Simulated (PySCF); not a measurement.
Species: (SiH3)2PPF2, F₂H₆P₂Si₂.
Bonds: F1–P2, P2–F3, P2–P4, P4–Si5, P4–Si6. Hydrogens: H7, H8, H9 on Si5; H10, H11, H12 on Si6.

A GFN2-xTB structure was refined with PySCF 2.14.0, PBE0-D3(BJ)/def2-SVP geometry optimisation, gas phase. Its GFN2-xTB values:

```tsv
coordinate	GFN2-xTB
F1–P2	1.588 Å
P2–F3	1.606 Å
P2–P4	2.163 Å
P4–Si5	2.232 Å
Si5–H7	1.453 Å
F1–P2–F3	93.6°
F1–P2–P4	99.1°
P2–P4–Si5	91.6°
Si5–P4–Si6	102.4°
F1–P2–P4–Si5	-177°
```

Task: How do these coordinates change at the PBE0-D3(BJ)/def2-SVP level?

Result: 
```tsv
coordinate	PBE0-D3(BJ)/def2-SVP (Å or °)	change
P2–P4	2.239	+0.076
Si5–H7	1.494	+0.041
P4–Si5	2.269	+0.037
F1–P2	1.611	+0.023
P2–F3	1.622	+0.016
Si5–P4–Si6	95.5	-6.9
P2–P4–Si5	95.9	+4.3
F1–P2–F3	97.8	+4.2
F1–P2–P4	98.1	-1.0
F1–P2–P4–Si5	-143	+34
```

The energy falls by 24.7 kJ/mol over 19 energy and gradient evaluations, the largest force component goes from 0.0210 to 4.0e-04 Eh/bohr, and the atoms move by 0.429 Å rms after alignment. The bond that changes most is P2–P4 (both ends three-coordinate phosphorus), which lengthens by 0.076 Å. Bonds longer at the end by more than 0.005 Å: 10 of 11; shorter: 1. Among the dihedrals that turn most is F3–P2–P4–Si6, from 176° to -140°. Rotational constants go from 1720, 1327, 850.3 to 1813, 1163, 823.9 MHz.

The run used 130 basis functions and 128 SCF cycles in all. Hardware: an Arm Neoverse V1 with one thread, no GPU, shared host. Cost: 2.4 min of wall time, 0.56 GiB resident at most.

No frequency check. The numbers are those of one conformer.
